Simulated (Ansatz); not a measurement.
Total energies of Al8Sb7I3 from Ansatz at PBE-D4/def2-TZVP, gas phase (1 Eh = 27.2114 eV = 2625.5 kJ/mol). The reference geometry is relaxed at PBE-D4/def2-SVP.

```tsv
atom	x (Å)	y (Å)	z (Å)
Sb1	-1.488	0.445	2.220
Sb2	-0.365	3.718	-0.295
Sb3	-2.215	-3.499	0.147
Sb4	-2.572	-0.125	-2.418
Sb5	3.019	0.898	1.000
Sb6	1.901	0.568	-3.437
Sb7	0.618	-2.919	-0.382
Al8	0.684	-0.348	0.617
Al9	-0.902	-2.177	1.936
Al10	0.666	2.305	1.713
Al11	-1.319	1.250	-0.555
Al12	0.000	-0.730	-2.027
Al13	1.381	1.857	-1.135
Al14	-3.028	-0.908	0.123
Al15	3.081	-0.460	-1.345
I16	1.269	3.232	3.976
I17	-5.347	-0.664	1.099
I18	4.618	-2.443	-1.236
```

| state | geometry | energy (Eh) |
| --- | --- | --- |
| charge 0 singlet | reference | -4514.21533 |
| charge 1 doublet | reference | -4513.96023 |
| charge -1 doublet | reference | -4514.31887 |
| charge -1 doublet | relaxed at PBE-D4/def2-SVP | -4514.32938 |
| free Sb atom (quartet) | – | -240.20743 |
| free Al atom (doublet) | – | -242.22759 |
| free I atom (doublet) | – | -297.66548 |

In the def2 sets I, Sb take a core potential; there is no spin–orbit coupling. Single mean-field runs in def2-TZVP are fitted with def2-universal-jkfit.

Q: Work out the vertical ionisation energy to the doublet.

A: E(charge 1 doublet) − E(charge 0 singlet) = -4513.96023 − (-4514.21533) = 0.25510 Eh = 6.94 eV. For comparison, −ε of the highest occupied level is 5.46 eV at this level, 1.48 eV less.

Q: Work out the vertical electron affinity, to the doublet.

A: E(charge 0 singlet) − E(charge -1 doublet) = -4514.21533 − (-4514.31887) = 0.10354 Eh = 2.82 eV. The basis lacks diffuse functions, which makes affinities too small.

Q: Give the fundamental gap IE − EA, the Mulliken electronegativity (IE + EA)/2 and the hardness (IE − EA)/2.

A: From the values in Eh: IE − EA = 0.25510 − 0.10354 = 0.15156 Eh = 4.12 eV; (IE + EA)/2 = 4.88 eV; (IE − EA)/2 = 2.06 eV. The HOMO–LUMO gap of the same run is 1.22 eV, 2.90 eV smaller than the fundamental gap.

Q: How much does the charge -1 doublet relax, and what is the adiabatic electron affinity?

A: Relaxation: -4514.31887 − (-4514.32938) = 0.01051 Eh = 0.29 eV. Adiabatic electron affinity: 0.11405 Eh = 3.10 eV, without zero-point energy. 

Q: What is the binding energy per atom against free atoms?

A: Atoms: 7 × (-240.20743) + 8 × (-242.22759) + 3 × (-297.66548) = -4512.26917 Eh. Binding: -4512.26917 − (-4514.21533) = 1.94616 Eh = 52.96 eV, or 2.94 eV for each of 18 atoms (no zero-point energy, no counterpoise term).

At PBE-D4/def2-TZVP the gap within one spin of the charge 1 doublet nearly closes, so an electron or hole may be smeared out by delocalisation error.
